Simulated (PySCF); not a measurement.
Planning a geometry optimisation on MoSCl4 (`[S]=[Mo]([Cl])([Cl])([Cl])[Cl]`).

Method: PBE0-D3(BJ)/def2-SVP geometry optimisation, gas phase, def2 core potentials past Kr (PySCF 2.14.0). Work: geometry optimisation from a GFN2-xTB start, density fitting. A driver script takes a list of jobs; this job's settings line and coordinates (Å) are shown.

Input:
```
{"job": {"xc": "PBE0", "basis": "def2-SVP", "d3": "d3bj", "grid": 1, "maxiter": 40, "kind": "geom"}, "charge": 0, "multiplicity": 1}
Mo     0.000030    -0.000190     0.011300
S      0.001130    -0.007450     2.171600
Cl     2.192100     0.014130    -0.552080
Cl    -0.012540     2.197560    -0.532660
Cl    -2.192620    -0.010280    -0.549910
Cl     0.011900    -2.193770    -0.548240
```

Hardware: one thread, x86-64 server, on a shared host.

The basis has 121 functions.

Q: How long does the run take?

A: About 37 s. The run took 5 energy-and-gradient evaluations and 36 SCF cycles, 7.4 s an evaluation on average.

The host was shared with other jobs, so the times are rough.

The run converged: final energy -2305.94396 Eh after 4 steps; dipole 1.40 D.
